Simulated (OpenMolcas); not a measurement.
A run on Rh3+ among 8 point charges of -1.2 e arranged as a cube (Oh), 1.73 Å from the ion.
```
   0.9988    0.9988    0.9988  -1.20
   0.9988    0.9988   -0.9988  -1.20
   0.9988   -0.9988    0.9988  -1.20
   0.9988   -0.9988   -0.9988  -1.20
  -0.9988    0.9988    0.9988  -1.20
  -0.9988    0.9988   -0.9988  -1.20
  -0.9988   -0.9988    0.9988  -1.20
  -0.9988   -0.9988   -0.9988  -1.20
```

- Program: OpenMolcas
- Method: CASSCF
- Basis: ANO-RCC-VDZP [6s5p3d1f]
- Scalar Hamiltonian: DKH2, point nucleus
- Active space: 6 electrons in 5 orbitals (4d)
- State averaging: 2S+1 = 5 even, 5 roots; 2S+1 = 3 even, 45 roots; 2S+1 = 1 even, 50 roots
- Spin-orbit coupling: state interaction with AMFI integrals over the reference wave functions

43 basis functions. Blocks (2S+1, parity, CSFs, roots kept): 5, even, 5, 5; 3, even, 45, 45; 1, even, 50, 50.

Q: How long do the RASSCF and RASSI steps take on 1 thread of Intel(R) Xeon(R) Platinum 8488C (Sapphire Rapids), on a shared host?

A: About 36 s of wall time, without the integral step.
